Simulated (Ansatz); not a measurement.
This geometry of CH₃BOS (7 atoms, charge 0, multiplicity 1) is a first-order saddle point.

These are results of Ansatz, RKS PBE0-D4/def2-SVP, not measurements.

```xyz
7
Properties=species:S:1:pos:R:3
B 0.777 0.034 -1.208
S 0.948 -0.300 0.607
C -0.716 -0.070 1.247
O -0.961 -0.191 2.406
H 0.545 -0.881 -1.959
H 0.947 1.153 -1.621
H -1.479 0.186 0.482
```

(1) Which two structures does it join? (They come from a converged band through this point; their orientation in space is the band's.)

(2) How far does it lie above each of them?

Answers

(1) No bond is made or broken. The dihedral H6–B1–S2–C3 goes from 0 to -180°. The two ends are copies of one structure, up to a mirror image or an exchange of like atoms.

Image 0:

```xyz
7
Properties=species:S:1:pos:R:3
B 0.357 -0.505 -1.229
S 0.493 -0.985 0.471
C -0.314 0.429 1.281
O -0.443 0.517 2.457
H 0.811 -1.253 -2.053
H -0.177 0.540 -1.513
H -0.665 1.188 0.540
```

Image 8:

```xyz
7
Properties=species:S:1:pos:R:3
B 0.362 -0.502 -1.229
S 0.501 -0.979 0.472
C -0.319 0.427 1.281
O -0.451 0.513 2.457
H -0.182 0.537 -1.514
H 0.823 -1.248 -2.051
H -0.673 1.184 0.539
```

(2) 0.91 eV above the first and 0.91 eV above the second. This is the barrier of this one path; another mechanism may lie lower.

The run took 2.4 min on 1 CPU thread of a shared host.
